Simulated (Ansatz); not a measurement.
Species: CH₂S₃, SMILES `C1SSS1` (charge 0, multiplicity 1), formula CH2S3.

Task: How many basis functions does frozen-core CCSD(T)/cc-pVTZ // B3LYP-D3(BJ)/def2-TZVP in Ansatz (a first-principles code) use, how many core orbitals are frozen, and how many electrons are correlated?

Result: 160 basis functions and 16 frozen orbitals, which leaves 24 correlated electrons. Core time is of the order of seconds.
